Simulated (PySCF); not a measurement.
Electronic absorption of C4H6ClFO2

Compound: C₄H₆ClFO₂.
Atom-mapped SMILES: `[CH3:1][O:2][CH2:3][C@H:4]([F:5])[C:6](=[O:7])[Cl:8]` (hydrogens: H9, H10, H11 on C1; H12, H13 on C3; H14 on C4)

Cartesian coordinates in Å at the GFN2-xTB level; atoms count from 1:
```
atom  x, y, z in Å
C1    -2.084    0.705    0.138
O2    -0.828    0.408   -0.429
C3    -0.138   -0.596    0.263
C4     1.214   -0.799   -0.432
F5     1.921   -1.760    0.242
C6     1.983    0.512   -0.454
O7     2.167    1.202   -1.396
Cl8    2.578    0.948    1.129
H9    -2.523    1.479   -0.488
H10   -1.978    1.077    1.163
H11   -2.734   -0.177    0.143
H12    0.039   -0.312    1.313
H13   -0.694   -1.546    0.249
H14    1.076   -1.143   -1.464
```

The calculation used TDDFT PBE0/def2-SVPD, vertical, gas phase, core orbitals frozen in the response in PySCF.

Problem. What does the calculation give for the low-lying excited states?

Solution. 

| state | E (eV) | E (hartree) | f | main configurations (H = HOMO, L = LUMO) |
| --- | --- | --- | --- | --- |
| S1 | 4.87 | 0.1791 | 0.0009 | H-1→L (89%), H→L (9%) |
| S2 | 5.46 | 0.2006 | 0.0024 | H→L (90%), H-1→L (9%) |
| S3 | 6.25 | 0.2298 | 0.0010 | H-2→L (91%) |
| S4 | 6.78 | 0.2491 | 0.023 | H-3→L (78%) |
| S5 | 7.06 | 0.2594 | 0.015 | H-4→L (89%), H-5→L (8%) |
| S6 | 7.42 | 0.2726 | 0.017 | H→L+1 (66%), H→L+2 (31%) |
| S7 | 7.56 | 0.2780 | 0.010 | H-5→L (88%), H-4→L (8%) |
| S8 | 7.71 | 0.2835 | 0.019 | H→L+2 (61%), H→L+1 (31%) |

Triplets, Tamm–Dancoff:

| state | E (eV) | λ (nm) | main configurations (H = HOMO, L = LUMO) |
| --- | --- | --- | --- |
| T1 | 4.29 | 288.8 | H-1→L (90%) |
| T2 | 5.31 | 233.7 | H→L (68%), H-3→L (20%) |
| T3 | 5.57 | 222.7 | H-3→L (54%), H→L (24%), H-2→L (9%) |

The lowest singlet lies at 4.87 eV (254 nm, ultraviolet) and is very weak; its leading configuration is HOMO-1→LUMO (89%). The strongest level in the table is S4 at 6.78 eV (183 nm, f = 0.023). S1 has the pattern of n→π* at C=O. Of the 8 states listed, 5 reach f = 0.01 and none stays under 0.0005. Orbital energies (eV): HOMO-3 -9.64, HOMO-2 -9.54, HOMO-1 -8.74, HOMO -8.22, LUMO -1.62, LUMO+1 0.39, LUMO+2 0.64. The listed states span 2.84 eV, and the widest gap between neighbours is 0.79 eV (S2 to S3). Only the lowest 8 singlets were computed, as vertical energies without vibronic structure.

The run took 57 s wall (with the writing of density and orbital grids) on an Arm Neoverse V1 with one thread, shared host with 32 logical CPUs at a one-minute load of 8.2, and the process peaked at 0.84 GiB of memory.

One conformer stands for the species.
